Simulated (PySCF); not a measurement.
Species: C₅H₉N₃S.
Numbering: `[CH3:1][CH2:2][c:3]1[n:4][nH:5][n:6][c:7]1[S:8][CH3:9]`

Structure used (GFN2-xTB), in Å, numbered top down from 1:
```xyz
18
C5H9N3S angstrom
C     -2.330   -1.117    0.057
C     -1.733   -0.500   -1.209
C     -0.711    0.520   -0.866
N     -0.901    1.826   -0.940
N      0.227    2.364   -0.528
N      1.167    1.503   -0.179
C      0.606    0.318   -0.379
S      1.407   -1.194   -0.083
C      3.043   -0.573    0.391
H     -2.801   -0.348    0.665
H     -1.550   -1.598    0.643
H     -3.077   -1.861   -0.205
H     -1.263   -1.285   -1.806
H     -2.515   -0.021   -1.799
H      0.370    3.361   -0.482
H      3.648   -1.440    0.634
H      3.470   -0.026   -0.444
H      2.937    0.079    1.252
```

Probes without a nucleus sit at each ring's centroid and 1 Å off its mean plane on both sides; NICS is minus the shielding there, NICSzz its component along the normal. Level: GIAO PBE0/pcSseg-1 (PySCF, non-relativistic, gas phase) on the GFN2-xTB geometry, one conformer.

Ring bond lengths (Å), with Mayer bond orders in brackets: C3–N4 1.322 (1.51), N4–N5 1.316 (1.25), N5–N6 1.322 (1.22), N6–C7 1.327 (1.45), C7–C3 1.418 (1.25).

**Question.** What do the NICS probes read (ppm)?

**Answer.** 
```json
{"ring": "C3–N4–N5–N6–C7", "type": "5-membered ring with 3 N; formal bonds all aromatic", "NICS(0)": "-12.5", "NICS(1), two faces": "-12.5 / -12.6", "NICS(1)zz, two faces": "-30.2 / -30.8", "rms pucker (Å)": "0.00", "centre to ring atoms, mean (Å)": "1.14"}
```

**Question.** What can be read from them?

**Answer.** 
- C3–N4–N5–N6–C7: mean NICS(1)zz -30.5 ppm, shielded. The ring is flat and has no four-coordinate atom; by the NICS criterion it is aromatic.

**Question.** What does the geometric index give? HOMA = 1 − mean of α(R − Ropt)² over the ring bonds, with Krygowski's 1993 parameters (CC: Ropt 1.388 Å, α 257.7 Å⁻²; CN: Ropt 1.334 Å, α 93.52 Å⁻²; NN: Ropt 1.309 Å, α 130.33 Å⁻²).

**Answer.** 
- C3–N4–N5–N6–C7: HOMA 0.94; the largest term is that of C7–C3, α(R − Ropt)² = 0.23. The geometric and the magnetic index point the same way.

**Question.** What is the mean of the two in-plane components of NICS at the second NICS(1) probe listed for ring C3–N4–N5–N6–C7, 1 Å off the ring?

**Answer.** The isotropic value is a third of the trace: (3 × -12.6 − (-30.8))/2 = -3.5 ppm.

**Question.** Give the inner angles of the rings and the Hirshfeld charges of the ring atoms.

**Answer.** 
- C3–N4–N5–N6–C7: C3 107.1° (+0.021 e), N4 105.3° (-0.140 e), N5 115.2° (+0.028 e), N6 104.0° (-0.144 e), C7 108.5° (-0.009 e); sum 540.0° against 540° for a flat convex ring.

**Question.** What are the shieldings of the ring atoms and their hydrogens in the same run (means over atoms taken as equivalent)?

**Answer.** 
```csv
atoms,environment,σ isotropic (ppm)
C3,substituted aromatic carbon,37.4
N4,pyridine-type nitrogen,-92.2
N5,pyrrole-type nitrogen,14.6
N6,pyridine-type nitrogen,-79.7
C7,substituted aromatic carbon,37.3
H15,N–H hydrogen,21.27
```
